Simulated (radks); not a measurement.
Problem. The cadmium ion Cd10+ is in [Kr] 4d2. Calculated with a radial shooting solver on a logarithmic mesh with Libxc functionals: non-relativistic Kohn-Sham, PBE, spin-polarised, spherical densities, point nucleus. Open shells are filled with parallel spins first. One electron is removed from 3d, 4d, 4p, 4s in turn, with full relaxation. Which removal costs least, and what does each cost?

Solution. 4d 197.11 eV; 4p 255.12 eV; 4s 290.75 eV; 3d 626.19 eV. The 4d electron leaves first.
